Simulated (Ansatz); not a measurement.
Species: AsH$_{3}$, charge -1, doublet. AsH3- (parent SMILES [AsH3], doublet).
B3LYP-D3(BJ)/def2-TZVP minimum from Ansatz (an electronic-structure program):
```xyz
4

As     0.0144     0.0199     0.0538
H     -0.7488    -1.0335    -0.7582
H     -1.1908     1.1502    -0.5092
H      1.4639    -0.7737    -0.5087
```
Charge -1, spin multiplicity 2.

Total energies in aug-cc-pVDZ, 9 correlated electrons, 14 frozen orbitals. Open shells are spin-unrestricted; no spin-orbit coupling. Correlated methods leave the cores frozen (noble-gas shells, and filled d and f shells in the p block). No relativity. The UHF reference of H3As- (parent SMILES [AsH3], doublet) is spin-contaminated (<S^2> up to 0.03 over the pure value in the sets run). The spin of H3As- (parent SMILES [AsH3], doublet) was assumed, and the state is the lowest solution found for it.

```json
[
 {"method": "HF", "program": "Ansatz", "energy (Eh)": "-2235.82466", "minus CCSDTQ (mEh)": "188.14"},
 {"method": "MP2", "program": "Ansatz", "energy (Eh)": "-2235.97415", "minus CCSDTQ (mEh)": "38.65"},
 {"method": "CCSD", "program": "Ansatz", "energy (Eh)": "-2236.00472", "minus CCSDTQ (mEh)": "8.08"},
 {"method": "CCSD(T)", "program": "Ansatz", "energy (Eh)": "-2236.01134", "minus CCSDTQ (mEh)": "1.46"},
 {"method": "CCSDT(Q)", "program": "Ansatz", "energy (Eh)": "-2236.01278", "minus CCSDTQ (mEh)": "0.02"},
 {"method": "CCSDTQ", "program": "Ansatz", "energy (Eh)": "-2236.01280", "minus CCSDTQ (mEh)": "0.00"}
]
```

Rough core times of Ansatz's runs on a shared machine: CCSD(T) under 20 s, CCSDT(Q) 60 s, CCSDTQ 50 min.
